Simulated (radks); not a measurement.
Spin polarisation of the 3p3 shell in the chlorine ion Cl2+. Start: [Ne] 3s2 3p(up 1.5, down 1.5); electrons of 3p are moved from spin down to spin up, other shells keep equal spins. Calculated with a radial shooting solver on a logarithmic mesh with Libxc functionals: non-relativistic Kohn-Sham, BLYP, spin-polarised, spherical densities, point nucleus.

| moment (Bohr magnetons) | E - E(0) (eV) | e(3p up) (eV) | e(3p down) (eV) | 3s down minus up (eV) |
|---|---|---|---|---|
| 0 | 0.000 | -31.546 | -31.546 | 0.000 |
| 0.75 | -0.170 | -31.965 | -31.063 | 0.960 |
| 1.5 | -0.673 | -32.309 | -30.534 | 1.893 |
| 2.25 | -1.494 | -32.575 | -29.979 | 2.775 |
| 3 | -2.612 | -32.768 | -29.410 | 3.601 |

At moment 3 the spin-polarisation energy is -2.612 eV and the 3p exchange splitting 3.358 eV, that is 1.119 eV per Bohr magneton; E = -I m^2/4 would give I = 1.161 eV.
